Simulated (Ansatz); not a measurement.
`[F][SnH2][Br]` + H₂O → `[OH][SnH2][Br]` + H–F at 700 K and 1 bar (formal hydrolysis of the Sn–F bond).

Isolated molecules relaxed with PBE0-D4/def2-TZVP in Ansatz; ΔE leaves out vibrations. CCSD(T)/CBS is the MP2 limit (def2-TZVPP, def2-QZVPP) plus CCSD(T) − MP2 in def2-TZVPP, frozen cores. This one scheme is used for every species. Elements past krypton have def2 core potentials. For Br, Sn outer-core shells are correlated without core-valence functions, which leaves a few kJ/mol of doubt a bond. Scalar relativity is left out up to krypton. Each species was taken in one conformer, which may not be the lowest.

```tsv
species	CCSD(T)/CBS energy (Eh)	H − E (kJ/mol)	S (J/(mol·K))
`[F][SnH2][Br]`	-2888.40380	92.2	390.8
H₂O	-76.37941	80.5	218.4
`[OH][SnH2][Br]`	-2864.37583	128.5	413.4
H–F	-100.39570	45.2	198.5
```

H − E and S are ideal-gas, rigid-rotor, harmonic terms from PBE0-D4/def2-TZVP, for one conformer and one mirror image of each species. 1 Eh = 2625.50 kJ/mol, R = 8.31446 J/(mol·K).

By hand: ΔE, ΔH, ΔS and ΔG.

ΔE = (-2864.37583) + (-100.39570) − (-2888.40380) − (-76.37941) = 0.01168 Eh = 30.7 kJ/mol. Δ(H − E) = 128.5 + 45.2 − 92.2 − 80.5 = 1.0, so ΔH = 31.7 kJ/mol. ΔS = 413.4 + 198.5 − 390.8 − 218.4 = 2.7 J/(mol·K). ΔG = 31.7 − 700 × (2.7)/1000 = 29.8 kJ/mol.

By hand: the equilibrium constant, and the temperature at which ΔG would vanish if ΔH and ΔS stayed fixed.

log₁₀ K = −ΔG/(RT ln 10) = -2.2. ΔG = 0 at ΔH/ΔS = 11741 K, far beyond where these terms or the molecules hold.

The number of gas molecules stays the same, so ΔS is small and ΔH decides. A doubt of 5 kJ/mol in ΔE shifts log₁₀ K by 0.4 here. Other conformers and mirror images would add mixing entropy, several J/(mol·K) or more a flexible species. These are equilibria of isolated gas molecules and say nothing of rates. Largest T1 diagnostic: 0.012 (customary marks: 0.02 for closed shells, 0.045 for open ones).
